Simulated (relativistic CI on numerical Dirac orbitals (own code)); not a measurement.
## La24+: q coefficients and field-shift factors

Calculated at this level of theory: Dirac-Coulomb-Breit CI, orbitals from a KLI potential per configuration, derivatives by finite differences, unscaled Slater integrals, QED left out (own radial code, finite nucleus).

Configuration list (outside the closed core [Ar] 3d10): 4s²4p³, 4s4p⁴, 4s²4p²4d, 4p⁵, 4s4p³4d, 4s²4p²4f, 4s²4p4d², 4s²4d³, 4s4p4d³, 4s²4d²4f. Double excitations out of closed p, d and f shells are left out; levels of such configurations are missing from the list, as are those of other unlisted configurations, and high levels can miss mixing partners.

With x = (α/α₀)² − 1 an excitation energy changes as ω = ω₀ + qx; K = 2q/ω₀ is the relative enhancement. Terms are leading LS components, so labels can repeat. The field-shift factor is F = δν/δ⟨r²⟩ for the transition from the lowest level.

Lowest level 4s²4p³ ²P°3/2.

| Level | ω₀ (cm⁻¹) | q (cm⁻¹) | K | F (GHz/fm²) |
| --- | --- | --- | --- | --- |
| 4s²4p³ ²D°3/2 | 150364 | 189700 | 2.52 | -8.2 |
| 4s²4p³ ²D°5/2 | 179703 | 193400 | 2.15 | -8.33 |
| 4s²4p³ ²P°1/2 | 217803 | 194800 | 1.79 | -9.56 |
| 4s²4p³ ²P°3/2 | 370978 | 391500 | 2.11 | -19.2 |
| 4s4p⁴ ⁴P5/2 | 622111 | 234100 | 0.753 | -273 |
| 4s4p⁴ ⁴P3/2 | 697312 | 239200 | 0.686 | -240 |
| 4s4p⁴ ⁴P1/2 | 705835 | 266500 | 0.755 | -275 |
| 4s4p⁴ ⁴P3/2 | 789627 | 216400 | 0.548 | -132 |
| 4s4p⁴ ²D3/2 | 821697 | 228400 | 0.556 | -153 |
| 4s4p⁴ ²D5/2 | 842203 | 366000 | 0.869 | -223 |
| 4s²4p²4d ⁴D5/2 | 857999 | 114500 | 0.267 | -29.1 |
| 4s4p⁴ ²P1/2 | 889653 | 362700 | 0.815 | -205 |
| 4s4p⁴ ²P3/2 | 898312 | 316500 | 0.705 | -143 |

At this charge energies of transitions that change n are usually good to better than 1 %, and those within a shell (Δn = 0) to a few per cent.
